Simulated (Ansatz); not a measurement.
A nudged elastic band was laid between two geometries of CH9BN2 (13 atoms, charge 0, multiplicity 1).

Method: RKS PBE0-D4/def2-SVP in Ansatz.

```
movable images  : 9
climbing image  : yes
spring          : 5.0 eV/Å²
optimiser       : quadratic models (default)
start path      : through a guess of the saddle point
force threshold : 0.03 eV/Å
iteration limit : 60
end points      : relaxed
```

Image 0:

```xyz
13
Properties=species:S:1:pos:R:3
B -0.157 0.305 0.471
N 0.264 -0.355 1.743
H -0.406 -1.006 2.138
H 1.166 -0.816 1.715
H 0.687 0.308 -0.427
H -1.286 0.014 0.067
N -0.324 1.937 0.825
H -0.688 2.412 -0.001
C 0.908 2.558 1.310
H 1.272 1.938 2.140
H 1.655 2.537 0.506
H 0.753 3.595 1.646
H -1.048 1.992 1.543
```

Image 10:

```xyz
13
Properties=species:S:1:pos:R:3
B -0.114 0.593 0.408
N -0.386 -0.303 1.810
H -0.475 -1.303 1.629
H 0.376 -0.160 2.474
H 0.953 0.128 0.000
H -1.076 0.292 -0.296
N -0.098 2.019 0.826
H -0.800 2.592 0.375
C 1.140 2.731 0.999
H 1.838 2.146 1.623
H 1.688 2.954 0.057
H 0.992 3.694 1.521
H -1.241 0.037 2.252
```

Question: Which bonds break or form, and what moves?

Answer: Bonds broken: N7–H13. Bonds formed: N2–H13.

Question: What energy profile does the band end with?

Answer: It converged. The highest image is number 6 of 0 to 10, 65.9 kJ/mol above the first end and 51.9 kJ/mol above the last; the last end lies 13.9 kJ/mol above the first. A vibrational analysis at the climbing image gives one clearly imaginary mode, 1358i cm⁻¹: a first-order saddle point. The orbitals stay closed-shell, which can raise the energy where a bond breaks towards radicals; this wasn't checked here.

| image | path coordinate (Å) | energy (kJ/mol) | N7–H13 (Å) | N2–H13 (Å) |
| --- | --- | --- | --- | --- |
| 0 | 0.00 | 0.0 | 1.02 | 2.70 |
| 1 | 0.53 | 1.5 | 1.02 | 2.55 |
| 2 | 1.07 | 4.6 | 1.02 | 2.43 |
| 3 | 1.60 | 7.1 | 1.02 | 2.33 |
| 4 | 2.13 | 8.2 | 1.02 | 2.25 |
| 5 | 2.67 | 18.7 | 1.04 | 1.86 |
| 6 | 3.20 | 65.9 | 1.33 | 1.28 |
| 7 | 3.77 | 26.3 | 1.96 | 1.04 |
| 8 | 4.35 | 17.9 | 2.35 | 1.02 |
| 9 | 4.92 | 15.4 | 2.51 | 1.02 |
| 10 | 5.50 | 13.9 | 2.70 | 1.02 |

Question: What is the geometry of the highest image?

Answer: 
```xyz
13
Properties=species:S:1:pos:R:3
B -0.042 0.394 0.383
N -0.267 -0.329 1.797
H -1.127 -0.860 1.906
H 0.509 -0.874 2.164
H 1.073 0.177 -0.067
H -0.966 0.177 -0.385
N -0.139 1.848 1.038
H -0.983 2.350 0.769
C 1.014 2.727 1.020
H 1.895 2.185 1.396
H 1.262 3.078 0.003
H 0.862 3.611 1.661
H -0.296 0.936 1.993
```

Question: What are the harmonic wavenumbers there?

Answer: 1358i, 113, 205, 326, 415, 643, 662, 753, 772, 821, 873, 955, 1062, 1104, 1136, 1165, 1172, 1184, 1378, 1446, 1467, 1488, 1537, 1641, 1854, 2478, 2541, 3034, 3114, 3147, 3564, 3581, 3661 cm⁻¹.

The run took 11 min on 2 threads of Intel(R) Xeon(R) Processor @ 2.50GHz (Skylake/Cascade Lake), on a shared host, peak memory 0.22 GiB.
